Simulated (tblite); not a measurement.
C5H5NS.
Numbering: `[CH3:1][C:2](=[C:3]=[S:4])[CH2:5][C:6]#[N:7]` (hydrogens: H8, H9, H10 on C1; H11, H12 on C5)

Computed with GFN2-xTB (tblite), gas phase: Langevin dynamics at 300 K from the optimised GFN2-xTB geometry, time step 0.5 fs, friction 0.01 fs⁻¹, 2000 steps.

Start geometry:
```
atom  x, y, z in Å
C1      1.451    0.222    0.115
C2     -0.001    0.515   -0.146
C3     -0.514    1.703   -0.010
S4     -1.126    3.132    0.119
C5     -0.871   -0.666   -0.536
C6     -1.013   -1.548    0.597
N7     -1.099   -2.231    1.510
H8      1.922   -0.164   -0.790
H9      1.975    1.120    0.428
H10     1.540   -0.532    0.897
H11    -1.862   -0.333   -0.853
H12    -0.400   -1.219   -1.356
```

The statistics below take the 31 frames saved every 25 fs from 250 to 1000 fs; their kinetic temperature (all 3N coordinates) averages 294 K.

**Question.** Give the mean, spread and extremes of the bond lengths.

**Answer.** 
```
  bond  start (Å)  mean (Å)  standard deviation (Å)  shortest (Å)  longest (Å)
 C1–C2      1.505     1.511                   0.027         1.455        1.571
 C2=C3      1.301     1.303                   0.020         1.257        1.357
 C3=S4      1.560     1.566                   0.025         1.505        1.619
 C2–C5      1.518     1.526                   0.034         1.477        1.613
 C5–C6      1.443     1.447                   0.025         1.387        1.495
 C6≡N7      1.143     1.144                   0.016         1.104        1.180
 C1–H8      1.091     1.091                   0.025         1.041        1.148
 C1–H9      1.086     1.092                   0.026         1.043        1.146
C1–H10      1.090     1.088                   0.031         1.034        1.147
C5–H11      1.092     1.098                   0.030         1.020        1.175
C5–H12      1.095     1.102                   0.026         1.053        1.155
```

**Question.** Follow the torsion C1–C2–C5–C6 through every second one of these frames.

**Answer.** 
```json
{"t (fs)": "250", "C1–C2–C5–C6 (°)": "64"}
{"t (fs)": "300", "C1–C2–C5–C6 (°)": "69"}
{"t (fs)": "350", "C1–C2–C5–C6 (°)": "82"}
{"t (fs)": "400", "C1–C2–C5–C6 (°)": "86"}
{"t (fs)": "450", "C1–C2–C5–C6 (°)": "48"}
{"t (fs)": "500", "C1–C2–C5–C6 (°)": "70"}
{"t (fs)": "550", "C1–C2–C5–C6 (°)": "67"}
{"t (fs)": "600", "C1–C2–C5–C6 (°)": "78"}
{"t (fs)": "650", "C1–C2–C5–C6 (°)": "69"}
{"t (fs)": "700", "C1–C2–C5–C6 (°)": "84"}
{"t (fs)": "750", "C1–C2–C5–C6 (°)": "87"}
{"t (fs)": "800", "C1–C2–C5–C6 (°)": "86"}
{"t (fs)": "850", "C1–C2–C5–C6 (°)": "83"}
{"t (fs)": "900", "C1–C2–C5–C6 (°)": "71"}
{"t (fs)": "950", "C1–C2–C5–C6 (°)": "77"}
{"t (fs)": "1000", "C1–C2–C5–C6 (°)": "67"}
```

Largest departure from the start value over all these frames: C1–C2–C5–C6 24° (start 69°).

**Question.** How widely does the potential energy scatter, against a harmonic estimate?

**Answer.** Mean 0.35 eV above the start, standard deviation 0.054 eV, range 0.25 to 0.47 eV. For 30 classical harmonic modes at 300 K the canonical values are 30kT/2 = 0.39 eV and kT·√(30/2) = 0.100 eV.

The run is classical and short, so these are rough statistics of one trajectory.

The cost below is that of the whole dynamics run. Time: 32 s; peak memory 0.18 GiB. Hardware: AMD EPYC, one thread, no GPU, shared host.
